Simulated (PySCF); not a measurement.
# Eu³⁶⁺: ionisation energy

Eu³⁶⁺ [Ar] 3d9 (2D) → Eu³⁷⁺ [Ar] 3d8 (3F), as a difference of total energies. Calculation: PySCF 2.14, in an even-tempered Gaussian basis (18 s from 5.9 bohr⁻², ratio 2.5; 13 p from 7.7 bohr⁻², ratio 2.5; 8 d from 7.7 bohr⁻², ratio 2.5; 4 f from 35 bohr⁻², ratio 2.7; 3 g from 53 bohr⁻², ratio 2.7); scalar relativity by spin-free X2C-1e. Correlated levels: outer shells: [Ne] frozen; virtual orbitals above 40 to 60 times the deepest correlated orbital energy dropped. The calculations carry no spin-orbit coupling.

```
                method  ionisation energy (eV)
                   UHF                  2603.7
                   LDA                  2604.5
                   PBE                  2603.3
                  PBE0                  2604.0
                r2SCAN                  2603.0
                 B97-3                  2604.6
                B2PLYP                  2604.3
    MP2 (outer shells)                  2605.5
SCS-MP2 (outer shells)                  2605.2
```

Spin-orbit coupling is strong in these open shells (close to jj coupling). The scalar numbers leave it out and a first-order estimate fails, so it can dominate the gap to the real levels.

Breit and QED terms and the two-electron picture change are absent.

For comparison: 2591 ± 5 eV (theoretical estimate listed by NIST; NIST Atomic Spectra Database, ionization energies).
